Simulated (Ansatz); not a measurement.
Consider the redistribution: `[OH][SnH2][SeH]` + `[CH3][Al]([OH])[SeH]` → `[SeH][SnH2][SeH]` + `[CH3][Al]([OH])[OH]`.

Computed with Ansatz on PBE0-D4/def2-TZVP structures; ΔE is electronic, products minus reactants. CCSD(T)/CBS adds triple-zeta CCSD(T) − MP2 to the extrapolated MP2 energy (def2 sets, frozen cores). Functionals use def2-TZVPP. Elements past krypton have def2 core potentials. For Se, Sn outer-core shells are correlated without core-valence functions, which leaves a few kJ/mol of doubt a bond. Scalar relativity is left out up to krypton. One conformer a species, not always the lowest.

`[OH][SnH2][SeH]`:

Z-matrix (Å, degrees):
```
Sn
Se 1 2.526
O 1 1.964 2 108.8
H 1 1.698 2 113.0 3 113.8
H 1 1.706 2 106.2 3 -118.3
H 2 1.469 1 91.6 3 -67.9
H 3 0.960 1 112.5 2 -42.2
```

`[CH3][Al]([OH])[SeH]`:

Cartesian coordinates in Å:
```
C -0.528 0.268 1.529
Al 0.122 -0.013 -0.273
O 0.918 1.248 -1.078
Se -0.208 -2.066 -1.324
H -1.593 0.516 1.519
H -0.411 -0.628 2.145
H 0.000 1.093 2.012
H 1.258 1.198 -1.969
H 0.441 -1.616 -2.562
```

`[SeH][SnH2][SeH]`:

Z-matrix (Å, degrees):
```
Sn
Se 1 2.531
Se 1 2.531 2 112.8
H 1 1.701 2 106.0 3 116.1
H 1 1.704 2 109.0 3 -120.7
H 2 1.469 1 91.7 3 75.9
H 3 1.469 1 91.6 2 -80.3
```

`[CH3][Al]([OH])[OH]`:

Z-matrix (Å, degrees):
```
C
Al 1 1.933
H 1 1.094 2 110.9
H 1 1.092 2 111.7 3 120.6
H 1 1.093 2 111.0 3 -118.5
O 2 1.698 1 118.6 3 63.1
O 2 1.698 1 119.1 3 -116.8
H 6 0.954 2 125.6 1 -179.7
H 7 0.955 2 125.4 1 179.7
```

| level | ΔE (kJ/mol) |
| --- | --- |
| PBE0-D4 | -71.5 |
| CAM-B3LYP-D4 | -75.5 |
| BLYP | -73.4 |
| r2SCAN | -70.5 |
| CAM-B3LYP | -74.9 |
| RPA@PBE/def2-TZVPP | -66.8 |
| CCSD/def2-SVP | -76.5 |
| CCSD/def2-TZVPP | -72.3 |

(1) What does CCSD(T)/CBS give? (Estimate.)

Largest T1 diagnostic among the species: 0.012.

Answers

(1) The calculation gave: -73.2 kJ/mol. The listed levels differ from it by 1.7, -2.3, -0.2, 2.7, -1.7, 6.4, -3.3, 0.9 kJ/mol.

From BLYP to BHLYP (50 % exact exchange), in def2-TZVPP and without D4, ΔE moves by −4.8 kJ/mol. Leaving LDA and LC-ωPBE aside and taking each functional with its dispersion term where it has one, the values, not all of them listed here, spread over 13.8 kJ/mol, from BHLYP-D4 to revPBE-D4. LDA lies −4.7 kJ/mol from PBE without D4.
